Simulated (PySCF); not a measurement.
Level of theory: PBE-D3(BJ)/def2-TZVP // r2SCAN-D4/def2-SVP in PySCF. Isolated molecules, 0 K electronic values unless said otherwise. 

Reference species: [Hf(H)4] (neutral, multiplicity 1).

HOMO: -7.12 eV
coordination number: 4
mean distance from the central atom to its bonded neighbours: 1.847 Å
charge on the central atom (Mulliken): 0.69 e

Changed species: [Hf(Cl)4] (0 of 4 Cl replaced by H; the reference has 4 of 4 Cl replaced by H).

Problem. Predict the effect on the HOMO, coordination number, mean distance from the central atom to its bonded neighbours and charge on the central atom (Mulliken).

Solution. the HOMO decreases by 1.20 eV, to -8.32 eV; the coordination number is nearly the same; the mean distance from the central atom to its bonded neighbours rises by 0.486 Å, to 2.333 Å; the charge on the central atom (Mulliken) goes up by 0.39 e, to 1.08 e.
